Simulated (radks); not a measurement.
Ho, 67 electrons, occupied as [Xe] 4f11 6s2 (the NIST ground configuration). Method: scalar-relativistic Kohn-Sham, LDA (Slater exchange, VWN5 correlation), spin-polarised, spherical densities, point nucleus; open shells are filled with parallel spins first; hard spherical wall at 20 bohr; computed with a radial shooting solver on a logarithmic mesh with Libxc functionals.

Radial electron density D(r) = 4 pi r^2 rho(r):

```
   r/bohr * D(r) (the largest magnitude, 119, reaches the edge; | marks zero)
 0.002103 |      *
 0.002717 |         *
  0.00351 |              *
 0.004533 |                   *
 0.005856 |                         *
 0.007565 |                                *
 0.009772 |                                     *
  0.01262 |                                        *
  0.01644 |                                        *
  0.02123 |                                      *
  0.02743 |                                    *
  0.03543 |                                       *
  0.04576 |                                               *
  0.05912 |                                                      *
  0.07636 |                                                    *
  0.09864 |                                           *
   0.1284 |                                          *
   0.1659 |                                                *
   0.2143 |                                            *
   0.2769 |                            *
   0.3576 |                     *
    0.462 |                         *
   0.5967 |                      *
   0.7708 |            *
    1.004 |       *
    1.297 |    *
    1.675 |  *
    2.164 |*
    2.795 |*
     3.61 *
    4.663 *
    6.024 *
    7.844 *
    10.13 *
    13.09 *
```

D(r) has 4 maxima, at r = 0.0142, 0.0640, 0.178, 0.485 bohr, and minima at 0.0274, 0.117, 0.346 bohr, inside which lie 1.93, 11.14, 29.57 electrons.
